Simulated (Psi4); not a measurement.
C$_{6}$H$_{7}$ (SMILES [C]1=CCCC=C1), doublet, at a GFN2-xTB geometry. Base run: TPSS/def2-SV(P) in Psi4 1.11.

Psi4 was given this input:
```
memory 2 GB

molecule {
0 2
C     0.59737945   -1.24389983    0.41187351
C    -0.70921307   -1.22109538    0.37144964
C    -1.34691956   -0.03052701   -0.34401669
C    -0.53102724    1.22857817   -0.03894115
C     0.94446374    1.00106497   -0.20884067
C     1.47466367   -0.21626225   -0.02343146
H    -1.35570751   -1.98796207    0.76434104
H    -1.35155429   -0.22507356   -1.42182816
H    -2.37834346    0.09260023   -0.01297965
H    -0.85794667    2.04366425   -0.68752766
H    -0.71554194    1.53865714    0.99803166
H     1.55861705    1.84897702   -0.47555728
H     2.52439470   -0.41801511   -0.17303913
}

set {
  basis def2-sv(p)
  reference uks
}

energy('tpss')
print_variables()
```

Each row names what was changed in the base input (with any setting that the change needs).

| change | ΔE vs base (mEh) | SCF cycles | grid points | basis functions |
|---|---|---|---|---|
| base | 0.000 | 12 | 274359 | 98 |
| dft_pruning_scheme = treutler | 0.006 | 12 | 149091 | 98 |
| scf_type = dfdirj+cosx | 0.000 | 13 | 274359 | 98 |
| df_basis_scf = cc-pvqz-jkfit | 0.034 | 12 | 274359 | 98 |
| scf_initial_accelerator = none | 0.000 | 12 | 274359 | 98 |
| scf_type = direct | 0.093 | 14 | 274359 | 98 |
| dft_spherical_points = 590 | -0.008 | 12 | 535292 | 98 |

Open shells are given as the SCF converged; they aren't shown to be the lowest states, and a large step between rows can be another state.
